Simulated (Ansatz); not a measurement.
H11NSi4, SMILES [SiH3]N[SiH2][SiH2][SiH3].

Coordinates come from a ωB97X-D3(BJ)/def2-SVP optimisation. This is a generated structure with no PubChem entry under its InChIKey; it may be hypothetical. The values are those of a single conformer.

Two levels are set side by side: PBE/def2-SVPD (Ansatz, a quantum-chemistry and plane-wave program) and CAM-B3LYP/def2-SVPD (Ansatz). Energy differences of separate SCF runs at the same geometry; the states with an electron removed or added have multiplicity 2 and 2. Differences are taken from unrounded values.

```json
[
 {"quantity": "vertical ionisation energy (eV)", "CAM-B3LYP": "8.99", "PBE": "8.48", "PBE minus CAM-B3LYP": "-0.51"},
 {"quantity": "vertical singlet–triplet gap (eV)", "CAM-B3LYP": "5.35", "PBE": "4.50", "PBE minus CAM-B3LYP": "-0.85"}
]
```
